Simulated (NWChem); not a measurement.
System: CuF; SMILES [F][Cu]

```xyz
2

Cu     0.0000     0.0000    -0.4237
F      0.0000     0.0000     1.3263
```
Atoms are numbered in this order, from 1.

Geometry: optimised at PBE0/def2-SVP.

Question: List the 6 lowest vertical singlet excitations from PBE/aug-cc-pVDZ, TDA (NWChem).

Answer: 
```csv
state,energy (eV),oscillator strength,leading excitation (squared amplitude)
S1,2.06,0.007,HOMO−2 → LUMO (0.96)
S2,2.06,0.007,HOMO−1 → LUMO (0.96)
S3,2.50,0.000,HOMO−3 → LUMO (1.00)
S4,2.50,0.000,HOMO−4 → LUMO (1.00)
S5,2.65,0.012,HOMO → LUMO (0.95)
S6,4.25,0.001,HOMO−6 → LUMO (1.00)
```
